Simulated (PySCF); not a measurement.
[WN2]-: breathing scan

These are results of UB3LYP/[W def2-SVPD with ECP60, N def2-SVPD], scalar-relativistic core potentials, density fitting, no spin–orbit coupling, PySCF, not measurements.

Rigid scan from the doublet minimum (W–N 1.736 Å (×2); N–W–N 99.0°). Coordinate: all bonds to the central atom scaled together. Energies in kJ/mol from the minimum.

Task: Predict the curve at 0.88, 0.92, 0.96, 1.00, 1.04, 1.08, 1.14, 1.22, 1.35.

Result: 
```tsv
scale of all bonds to the centre	E (kJ/mol)	dipole size (D, about the centre of mass)	⟨S²⟩
0.88	306.3	0.93	0.77
0.92	120.7	1.64	0.77
0.96	26.8	2.23	0.78
1.00	0.0	2.74	0.79
1.04	21.0	3.17	0.83
1.08	74.8	3.51	0.90
1.14	189.7	3.72	1.27
1.22	356.0	3.50	2.16
1.35	584.7	3.08	3.33
```

Spin contamination is strong at 1.14, 1.22, 1.35, so these points are less reliable.

With open d or f shells other occupations or spin states may lie lower. Spin–orbit coupling, left out here, can matter for elements this heavy.
